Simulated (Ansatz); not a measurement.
One change: `N#C[SiH2]CF` becomes `FC[SiH2][SnH2][F]`.

Ansatz, PBE0-D4/def2-TZVP geometries, multiplicity 1. Each molecule was computed in one conformer, which needn't be the lowest.

Elements past krypton have def2 core potentials.

```tsv
property	`N#C[SiH2]CF`
size of the dipole moment (PBE/def2-TZVPP) / D	2.05
size of the dipole moment (ωB97M-V/def2-TZVPP) / D	1.94
HOMO energy (ωB97M-V/def2-TZVPP) / eV	-11.59
HOMO–LUMO gap (PBE/def2-TZVPP) / eV	6.00
HOMO energy (PBE0/def2-TZVPP) / eV	-9.31
HOMO–LUMO gap (ωB97M-V/def2-TZVPP) / eV	12.73
```

(1) Give the same properties after the change, and the shifts. (An estimate is asked.)

Results:

(1) Ansatz gave: 
```tsv
property	`FC[SiH2][SnH2][F]`	shift
size of the dipole moment (PBE/def2-TZVPP) / D	3.98	1.93
size of the dipole moment (ωB97M-V/def2-TZVPP) / D	4.28	2.34
HOMO energy (ωB97M-V/def2-TZVPP) / eV	-10.21	1.38
HOMO–LUMO gap (PBE/def2-TZVPP) / eV	5.14	-0.86
HOMO energy (PBE0/def2-TZVPP) / eV	-8.18	1.13
HOMO–LUMO gap (ωB97M-V/def2-TZVPP) / eV	10.72	-2.01
```

With PBE0 the HOMO rises by 1.13 eV and the LUMO falls by 0.25 eV, so the gap narrows by about 1.38 eV. PBE moves the HOMO by 0.81 eV and ωB97M-V by 1.38 eV. Dipoles are sizes alone; their direction can turn.
